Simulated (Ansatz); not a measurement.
```xyz
3

O     0.0000    0.0000    0.0000
Cr    0.0000    1.5000    1.0000
Mn    0.0000   -1.5000    1.0000
```

Basis set: pcseg-2. Charge 0. Computed with Ansatz (development build ahead of 0.2.0); the lowest solution found for each multiplicity.

Task: How do the multiplicities compare at this shape? Give, from the lowest of each method, PBE0 (unrestricted) for 2, 4.

Result:

```
            method  multiplicity  E (eV)  <S²>
PBE0, unrestricted             2   0.000  5.62
PBE0, unrestricted             4   1.341  7.67
```

Caution for PBE0, unrestricted: the unrestricted determinant is a mixture of spin states.
